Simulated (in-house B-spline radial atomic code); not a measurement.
## BHandHLYP excitations of Ca

Method: BHandHLYP. Computed with a B-spline radial code for spherical atoms: linear response of the closed shell [Ar] 4s2 with the functional's adiabatic kernel; scalar-relativistic (spin-free one-electron X2C), finite nucleus, no spin-orbit coupling, no double excitations, S, P, D and F terms only; shells from n = 2 respond.

Command:
```bash
python run_td.py task.json out
```
Settings (radii: box in bohr, nucleus in fm):
```
Z                        20
electrons                20
configuration            [Ar] 4s2
hamiltonian              x2c
method                   bhandhlyp
box_radius               75
rms_radius               3.4776
intervals                78
```

Cost of the run: 0.6 s on 1 thread of AMD EPYC 9R45 96-Core Processor (Zen 5) (shared host).

The lowest states, in the order of their Tamm-Dancoff energies; the method's threshold (minus the highest occupied level) is 4.746 eV. Labels give the largest channel, * marks a mixed state, and oscillator strengths are full-response dipole values. Measured ¹D terms are left out, since they can mix with doubly excited terms. Semilocal kernels can invert the small singlet-triplet splittings of Rydberg terms. Energies in eV:

| state | full response | Tamm-Dancoff | oscillator strength | measured (J-weighted term) |
| --- | --- | --- | --- | --- |
| 4s → 4p 3P | 1.733 | 1.836 | - | 1.892 |
| 4s → 3d 3D | 1.993 | 2.031 | - | 2.524 |
| 4s → 3d 1D | 2.535 | 2.556 | - | - |
| 4s → 4p 1P | ? | ? | ? | ? |
| 4s → 5s 3S | 3.638 | 3.640 | - | 3.910 |
| 4s → 5s 1S | 3.781 | 3.789 | - | 4.131 |
| 4s → 5p 3P | 4.086 | 4.090 | - | 4.534 |
| 4s → 4d 1D | 4.183 | 4.184 | - | - |
| 4s → 5p 1P | ? | ? | ? | ? |
| 4s → 4d 3D | 4.229 | 4.230 | - | 4.681 |
| 4s → 6s 3S | 4.330 | 4.330 | - | - |
| 4s → 6s 1S | 4.366 | 4.368 | - | - |

Problem. Where does 4s → 5p 1P lie?

Solution. At 4.168 eV in full response, 4.194 eV in Tamm-Dancoff, oscillator strength 0.0949; measured 4.554 eV.

Problem. Where does 4s → 4p 1P lie?

Solution. At 3.011 eV in full response, 3.156 eV in Tamm-Dancoff, oscillator strength 1.8; measured 2.933 eV.

Problem. How large is the singlet-triplet splitting of 4s → 3d (D terms) in Tamm-Dancoff?

Solution. 0.525 eV, from the unrounded values.

Problem. What polarisabilities and dispersion coefficient does the method give?

Solution. Dipole 157.4 bohr³, quadrupole 3187 bohr⁵, C6 2177 hartree·bohr⁶ for two such species. Recommended dipole value: 160.8 ± 4 bohr³ (Schwerdtfeger and Nagle, table of static dipole polarizabilities (2023 update)), which includes relativity and correlation.
